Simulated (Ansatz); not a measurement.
Reaction (ligand exchange at the Sn–C bond): `C[S][SnH2][CH3]` + CH₃OH → `C[O][SnH2][S]C` + CH₄

Gas-phase electronic energies from Ansatz, PBE0-D4/def2-TZVP geometries. CBS: MP2 limit from def2 TZ/QZ plus the TZ coupled-cluster correction, frozen cores. This one scheme is used for every species. Elements past krypton have def2 core potentials. For Sn outer-core shells are correlated without core-valence functions, which leaves a few kJ/mol of doubt a bond. One conformer a species, not always the lowest.

```csv
species,CCSD(T)/def2-TZVPP energy (Eh)
`C[S][SnH2][CH3]`,-692.27717
CH₃OH,-115.55534
`C[O][SnH2][S]C`,-767.40797
CH₄,-40.43861
```

Problem. Work out ΔE.

Solution. ΔE = (-767.40797) + (-40.43861) − (-692.27717) − (-115.55534) = -0.01407 Eh = -36.9 kJ/mol. CCSD(T)/CBS gives -39.2 kJ/mol.

Largest T1 diagnostic among the species: 0.013.

From PBE to PBE0 (25 % exact exchange), in def2-TZVPP and without D4, ΔE moves by +4.7 kJ/mol. In def2-TZVPP, CCSD(T) changes the Hartree–Fock value by +4.8 kJ/mol (the triples alone add −1.4 kJ/mol) and MP2 by +5.0 kJ/mol.
